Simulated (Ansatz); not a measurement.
Ansatz (a quantum-chemistry and plane-wave program) input (HF/aug-cc-pV(Q+d)Z):
A basis named .json is the Basis Set Exchange file of that set.

Ansatz 0.2 input:
```yaml
crystal:
  periodic: [false, false, false]
  atoms:
    - {symbol: C, position_ang: [0.62366017, 2.12344743, 1.44996855]}
    - {symbol: O, position_ang: [-0.30473185, 1.42584588, 0.63192470]}
    - {symbol: Si, position_ang: [0.05078862, 0.12829665, -0.28267304]}
    - {symbol: O, position_ang: [1.00241061, 0.44749949, -1.57582047]}
    - {symbol: O, position_ang: [-1.35579399, -0.45827572, -0.85856030]}
    - {symbol: C, position_ang: [-2.50429492, -0.70937725, -0.05926475]}
    - {symbol: O, position_ang: [0.87346396, -0.90568313, 0.66986866]}
    - {symbol: C, position_ang: [1.51340228, -2.08969355, 0.21518944]}
    - {symbol: H, position_ang: [0.07684913, 2.88698318, 2.00270832]}
    - {symbol: H, position_ang: [1.39166959, 2.60960792, 0.84233378]}
    - {symbol: H, position_ang: [1.10712098, 1.44612848, 2.15741269]}
    - {symbol: H, position_ang: [0.57283447, 0.78896782, -2.36358903]}
    - {symbol: H, position_ang: [-3.29740983, -1.06812457, -0.71466452]}
    - {symbol: H, position_ang: [-2.83735015, 0.20185939, 0.44216885]}
    - {symbol: H, position_ang: [-2.29749452, -1.47298816, 0.69556496]}
    - {symbol: H, position_ang: [2.22108045, -1.86915046, -0.58692277]}
    - {symbol: H, position_ang: [0.78098512, -2.81536233, -0.14906790]}
    - {symbol: H, position_ang: [2.05127895, -2.52542600, 1.05681803]}
basis:
  gaussian:
    orbitals: aug-cc-pV_Q+d_Z.json
hamiltonian:
  xc: hf
```

End of the output:

```
integrals: 5.71 GiB planned
3024 factors; their error is unknown
21.72 GiB of device memory are held for the factors and their scratch space
mean field: 27.19 GiB planned
mean field evaluation 1: about -19264.9889 eV, gradient 6.0e1 eV
mean field evaluation 2: about -19270.0377 eV, gradient 3.3e1 eV
mean field evaluation 4: about -19271.7221 eV, gradient 9.1e-1 eV
mean field evaluation 8: about -19271.7727 eV, gradient 6.1e-1 eV
mean field -19271.77303346 eV, -708.2245961029 hartree, gradient 1.9e-5 eV, S^2 0.000000; 0 other end points of the search recorded, 0 dependent functions left out
reference -19271.77303346 eV, -708.2245961029 hartree; 37, 37 occupied and 1072, 1072 virtual orbitals, 3024 factors
Total energy: -19271.77303346 eV, -708.2245961029 hartree
```
